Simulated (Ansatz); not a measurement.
Geometry optimisation, RKS PBE0-D4/def2-SVP (Ansatz).

Input file:

```yaml
crystal:
  periodic: [false, false, false]
  atoms:
    - { symbol: Mg, position_ang: [-1.1637, -0.5024, -0.7953] }
    - { symbol: Br, position_ang: [0.7004, -2.2822, 0.8345] }
    - { symbol: Cl, position_ang: [-2.8365, -0.4813, -2.1217] }
    - { symbol: H, position_ang: [0.9749, -0.3069, 0.7865] }
    - { symbol: "N", position_ang: [0.569, 0.8708, 0.3186] }
    - { symbol: H, position_ang: [0.3846, 1.4383, 1.1365] }
    - { symbol: H, position_ang: [1.3713, 1.2636, -0.159] }
basis:
  gaussian: { orbitals: def2-SVP }
hamiltonian:
  xc: pbe0
  dispersion: d4
relax:
  f_tol: 0.15
  max_steps: 25
  restrain:
    - { distance: [0, 4], at: 3.42, k: 30.0 }
    - { distance: [3, 1], at: 2.81, k: 30.0 }
    - { distance: [0, 1], at: 2.61, k: 30.0 }
    - { distance: [3, 4], at: 1.02, k: 30.0 }
output:
  orbitals: {}
```

Command:

```bash
$ ansatz run input.yaml --threads 2 --pin off --max-ram 3072MiB --backend cpu --events-out ev --progress --plain --runs-dir out
```

Question: Where does it end, and by what steps?

Answer: The forces met the threshold. The restraints hold the end off the free minimum. After 6 steps the energy has fallen by 0.905 eV (the restraints' own energy left out); Mg1 moved furthest, 0.74 Å. Joined: H4–N5 (1.33 → 1.02 Å).

| step | energy less start (eV) | largest force component (eV/Å) | accepted |
| --- | --- | --- | --- |
| 0 | 0.0000 | 4.289 | yes |
| 1 | -0.4097 | 5.354 | yes |
| 2 | -0.5442 | 2.458 | yes |
| 3 | -0.6474 | 1.740 | yes |
| 4 | -0.7874 | 1.887 | yes |
| 5 | -0.9001 | 1.184 | yes |
| 6 | -0.9055 | 1.243 | yes |

```xyz
7
Properties=species:S:1:pos:R:3
Mg -1.363 -1.209 -0.877
Br 0.296 -2.523 0.570
Cl -2.988 -0.575 -2.212
H 1.128 0.150 0.844
N 0.799 1.041 0.470
H 0.567 1.647 1.252
H 1.561 1.469 -0.048
```

Run time: 7.7 s on 2 threads of AMD EPYC 9R45 (Zen 5), on a shared host, peak memory 0.23 GiB.
